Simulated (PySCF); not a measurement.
First SCF of a structure search on triplet WCl2, at a hand-made bent geometry. PySCF input:

```python
from pyscf import gto, scf, dft
mol = gto.M(atom='''
W      0.000000     0.000000     0.000000
Cl     1.933200     0.000000     1.353600
Cl    -1.933200     0.000000     1.353600''',
    basis={'W': 'def2-TZVP', 'Cl': 'def2-TZVP'},
    ecp={'W': 'def2-TZVP'},
    charge=0, spin=2)
mf = dft.UKS(mol, xc='PBE')
mf.grids.atom_grid = (50, 194)
aux = {'W': 'def2-universal-JKFIT', 'Cl': 'def2-universal-JKFIT'}
mf = mf.density_fit(auxbasis=aux)
mf.conv_tol = 1e-08
mf.diis_space = 10
mf.max_cycle = 60
mf.init_guess = 'minao'
mf.verbose = 4
mf.kernel()
```

Excerpt of the output (cycles alone):

```
init E= -968.432650120096
cycle= 1 E= -987.041706641534  delta_E= -18.6  |g|= 0.44  |ddm|= 4.92
cycle= 2 E= -982.696469242461  delta_E= 4.35  |g|= 2.94  |ddm|= 1.95
cycle= 3 E= -987.130613586551  delta_E= -4.43  |g|= 0.228  |ddm|= 1.72
cycle= 4 E= -987.136130162987  delta_E= -0.00552  |g|= 0.189  |ddm|= 0.366
cycle= 5 E= -987.156431131484  delta_E= -0.0203  |g|= 0.0282  |ddm|= 0.217
cycle= 6 E= -987.156939447682  delta_E= -0.000508  |g|= 0.00905  |ddm|= 0.0525
cycle= 7 E= -987.156986754522  delta_E= -4.73e-05  |g|= 0.00196  |ddm|= 0.0137
cycle= 8 E= -987.15698842247  delta_E= -1.67e-06  |g|= 0.000534  |ddm|= 0.00333
cycle= 9 E= -987.156988650263  delta_E= -2.28e-07  |g|= 0.000144  |ddm|= 0.00122
cycle= 10 E= -987.156988676322  delta_E= -2.61e-08  |g|= 3.9e-05  |ddm|= 0.000584
cycle= 11 E= -987.156988678424  delta_E= -2.1e-09  |g|= 1.6e-05  |ddm|= 0.000157
Extra cycle  E= -987.156988678166  delta_E= 2.58e-10  |g|= 3.34e-05  |ddm|= 7.58e-05
converged SCF energy = -987.156988678166  <S^2> = 2.0157026  2S+1 = 3.0104502
```

This is not the lowest solution: another start and a stability analysis within the same unrestricted form found one 34.2 kJ/mol lower, at -987.17001 Eh.

Other spin states or occupations of the open shell can lie lower. With an element this heavy the missing spin–orbit coupling can shift these numbers.

The search for the lowest solution, 3 starts and the stability check together, took 38 s on 4 threads of a shared AMD EPYC 7R43 64-Core (Zen 3) host, with 114 basis functions; the process peaked at 0.46 GiB. Launch command: `OMP_NUM_THREADS=4 python axn.py task.json out`.
